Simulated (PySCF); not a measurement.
H7NSi2, SMILES [SiH3]N[SiH3].

Coordinates come from a PBE0-D3(BJ)/def2-SVP optimisation.

These are PBE0-D3(BJ)/def2-SVP (PySCF 2.14.0) values and carry that method's errors.

Frequencies are harmonic and unscaled.

Problem. List the normal modes with their intensities. (An estimate is asked for; the answer gives what the named calculation found.)

Solution. 
```csv
mode,ν (cm⁻¹),IR (km/mol),moving atoms (share of kinetic energy)
1,29,0.4,"H 63 %, N 31 %"
2,74,0.0,H 99 %
3,218,0.7,"Si 45 %, H 28 %, N 27 %"
4,375,61.2,"H 90 %, N 10 %"
5,606,3.4,"Si 48 %, H 36 %, N 16 %"
6,640,0.1,"H 89 %, Si 10 %"
7,707,0.7,"H 90 %, Si 10 %"
8,725,141.9,"H 77 %, N 16 %"
9,828,91.4,"H 56 %, N 31 %, Si 12 %"
10,919,76.9,H 95 %
11,930,128.7,H 95 %
12,931,478.4,"H 70 %, Si 19 %, N 11 %"
13,956,103.9,"H 73 %, N 20 %"
14,965,136.6,H 95 %
15,991,71.5,"H 81 %, N 16 %"
16,1014,24.9,"H 90 %, Si 9 %"
17,1210,178.3,"H 65 %, N 32 %"
18,2204,47.5,H 96 %
19,2207,308.3,H 96 %
20,2217,192.6,H 98 %
21,2225,42.3,H 98 %
22,2246,1.5,H 97 %
23,2255,160.4,H 97 %
24,3610,41.8,H 93 %
```
